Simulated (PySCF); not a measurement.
Calculation: PBE-D3(BJ)/def2-TZVP // B3LYP-D3(BJ)/def2-TZVP (PySCF). Isolated molecules, 0 K electronic values unless said otherwise. One relaxed conformer stands for a flexible species; it need not be the lowest. Excitations are Tamm–Dancoff values on a coarser integration grid. The basis has no diffuse functions, so Rydberg states are missing or too high.

Reference species (SMILES): `C=C(N)N` (neutral, multiplicity 1).

The S1 excitation (TDA) is 4.78 eV and the S1–T1 gap (TDA) comes out as 0.52 eV.

Changed species: `C/N=C\N`.

Q: Give the shifts of the S1 excitation (TDA) and S1–T1 gap (TDA).

A: the S1 excitation (TDA) goes up by 0.73 eV, to 5.51 eV; the S1–T1 gap (TDA) goes up by 0.29 eV, to 0.81 eV.
